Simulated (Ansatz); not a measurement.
```yaml
crystal:
  periodic: [true, true, true]
  atoms:
    - {symbol: C, position_ang: [2.514300, 0.793598, 0.549350]}
    - {symbol: C, position_ang: [1.473556, 0.274689, 0.228675]}
    - {symbol: C, position_ang: [0.237846, -0.322735, -0.180423]}
    - {symbol: Si, position_ang: [0.517367, -1.681437, -1.455313]}
    - {symbol: In, position_ang: [-1.028700, 1.285826, -1.132130]}
    - {symbol: O, position_ang: [-0.507967, -0.882302, 0.926462]}
    - {symbol: Si, position_ang: [-1.192588, 0.168051, 1.980352]}
    - {symbol: H, position_ang: [3.431887, 1.251843, 0.832012]}
    - {symbol: H, position_ang: [-0.793206, -2.280863, -1.815951]}
    - {symbol: H, position_ang: [1.103426, -1.035487, -2.662801]}
    - {symbol: H, position_ang: [1.437149, -2.737499, -0.957913]}
    - {symbol: H, position_ang: [-0.364237, 2.863616, -1.269830]}
    - {symbol: H, position_ang: [-2.522789, 0.728075, -1.785486]}
    - {symbol: H, position_ang: [-2.297649, -0.517884, 2.683544]}
    - {symbol: H, position_ang: [-1.756106, 1.292062, 1.125094]}
    - {symbol: H, position_ang: [-0.252268, 0.800437, 2.934369]}
basis:
  gaussian: {orbitals: def2-TZVPP}
hamiltonian: {xc: {name: B97}}
output: {forces: true}
```

```sh
$ ansatz run in.yaml --threads 2 --pin off --events-out ev --progress --plain --max-ram 22528MiB --backend cuda --devices 0, --max-vram 18GiB
```

(1) How does Ansatz answer? (An estimate is asked.)

Answers

(1) Computed: The input was rejected before any iteration.
```
Error: YAML parse error: error: line 2 column 3: crystal: missing field `lattice` (a structure is typed as `lattice` and `atoms`, a molecule's as `atoms` in Å alone, or read from a run's directory, `checkpoint`)
 --> <input>:2:3
1 | crystal:
2 |   periodic: [true, true, true]
3 |   atoms:
4 |     - {symbol: C, position_ang: [2.514300, 0.793598, 0.549350]}
```
